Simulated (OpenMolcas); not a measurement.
**S I: effect of the basis set**

* Program: OpenMolcas
* Method: CASSCF
* Active space: 4 electrons in 3 orbitals (3p)
* State averaging: 2S+1 = 3 even, 3 roots; 2S+1 = 1 even, 6 roots
* Spin-orbit coupling: state interaction with AMFI integrals over the reference wave functions, term energies averaged over their components

A. ANO-R1 [4s3p1d], X2C, finite nucleus; cost about 1.5 core-seconds
B. ANO-RCC-VTZP [5s4p2d1f], DKH2, point nucleus; cost about 3 core-seconds
C. ANO-L-VTZP [5s4p2d1f], non-relativistic, point nucleus; cost about 2.4 core-seconds
D. ANO-R2 [5s4p3d1f], X2C, finite nucleus; cost roughly 1.9 core-seconds
E. ANO-RCC-VQZP [6s5p3d2f1g], DKH2, point nucleus; cost about 2.6 core-seconds
F. ANO-R3 [6s5p4d3f1g], X2C, finite nucleus; cost of the order of 3 core-seconds

Energies in cm⁻¹ above 3s² 3p⁴ ³P₂, the measured ground level; measured values from NIST Handbook of Basic Atomic Spectroscopic Data.

```csv
Level,A,B,C,D,E,F,Measured
3s² 3p⁴ ³P₂,0.0,0.0,0.0,0.0,0.0,0.0,0.0
3s² 3p⁴ ³P₁,348,367,366,370,371,369,396
3s² 3p⁴ ³P₀,512,539,537,543,545,542,574
3s² 3p⁴ ¹D₂,11923,11743,11751,11805,11729,11727,9239
3s² 3p⁴ ¹S₀,29466,28917,28938,29117,28879,28882,22180
```

Deviations, from unrounded energies. A percentage is the sum of absolute deviations over the sum of measured energies, with the sign that they share, or ± where signs differ.

```tsv
Against measurement	Levels	A	B	C	D	E	F
mean absolute deviation (cm-1)	4	2500	2300	2300	2400	2300	2300
fine structure of the ground term (%)	2	-11.3	-6.5	-6.8	-5.8	-5.5	-6.1
other terms of the ground configuration (%)	2	+31.7	+29.4	+29.5	+30.2	+29.3	+29.3
```

B, C, D, E, F lie about equally close to measurement and A furthest from it. The largest miss of E in the table is 3s² 3p⁴ ¹S₀, by +6700 cm-1. The ranking rests on the paired levels alone, and a cruder setting can come out closer through cancelling errors.

Among A to F the level of the table that moves most is 3s² 3p⁴ ¹S₀, by 590 cm-1 (lowest in E, highest in A).

Without dynamic correlation excited terms often stand tens of per cent too high (terms of higher spin than the ground term too low), and those without a measured partner can miss by more than the paired ones. With the s shell closed, the reference lacks s² → p² mixing. Computed and measured levels are paired by configuration, term and J; levels that our copy of the source lacks, or whose pairing is in doubt (as where it misses far off the trend of its configuration), stay unpaired and out of the deviations. Levels of configurations outside the active space are missing.
